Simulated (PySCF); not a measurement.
C₂H₈AlNO, SMILES C[NH][Al]([CH3])[OH].

Geometry: B3LYP-D3(BJ)/def2-SVP. The structure was generated by enumeration; whether it is a known compound was not checked. One conformer was computed; it need not be the lowest.

Two levels are set side by side: PBE/def2-TZVP (PySCF) and CAM-B3LYP/def2-TZVP (PySCF). Same geometry, gas phase. Differences are taken from unrounded values.

```tsv
quantity	CAM-B3LYP
orbital gap (eV)	8.97
highest occupied level (eV)	-8.03
lowest empty level (eV)	0.94
dipole moment (D)	1.71
mean polarisability (bohr³)	60.0
```

Problem. What does PBE give, and how far is it from CAM-B3LYP? (The exact figures need the calculation; the answer reports its results.)

Solution. 
| quantity | PBE | PBE minus CAM-B3LYP |
|---|---|---|
| orbital gap (eV) | 4.59 | -4.38 |
| highest occupied level (eV) | -5.26 | 2.77 |
| lowest empty level (eV) | -0.67 | -1.61 |
| dipole moment (D) | 1.62 | -0.09 |
| mean polarisability (bohr³) | 64.4 | 4.4 |

Without exact exchange PBE keeps part of each electron's self-repulsion, which lifts occupied levels and narrows the gap. PBE's more diffuse valence density responds more strongly to a field. Differences between two approximate levels are no errors against the true value.

Rough cost on one machine, each run with all the roots and properties that it gave: CAM-B3LYP against PBE within a factor of 2.
